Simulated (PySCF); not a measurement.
Trend along the fifth-period p block: MF cations

CCSD(T) with triple-zeta basis sets in PySCF, for the lowest determinant that a PBE0 search found; no spin–orbit coupling. De refers to high-spin ground-configuration atoms (the charge goes to the atom of lower measured ionisation energy or higher electron affinity, which is not always the lowest computed limit).

```csv
M,basis,"reference, frozen orbitals",charged atom,state (unpaired electrons),Re (Å),ωe (cm⁻¹),De (eV)
In,def2-TZVPPD,"UHF, 5",In+,doublet (σ ↑),1.903,618,1.04
Sn,def2-TZVPPD,"RHF, 5",Sn+,singlet (closed shell),1.875,693,5.08
Sb,def2-TZVPPD,"UHF, 5",Sb+,doublet (π ↑),1.851,720,4.18
```

The shortest bond is that of SbF⁺ (1.851 Å), the longest that of InF⁺ (1.903 Å). SnF⁺ is bound most strongly (5.08 eV) and InF⁺ least (1.04 eV).

The state changes along the series, so neighbouring rows are not always alike in their bonding.

Correlated steps freeze 5 core orbitals. These are scalar-relativistic numbers at best; spin–orbit coupling would shift them, the dissociation energy most. For an ion De counts to the pair picked by the measured ionisation energies or electron affinities, which need not be the lowest pair at this level. Where the molecule has an RHF reference, its open-shell atoms are computed with UHF. States were picked by a PBE0 search and need not be the measured ground states.
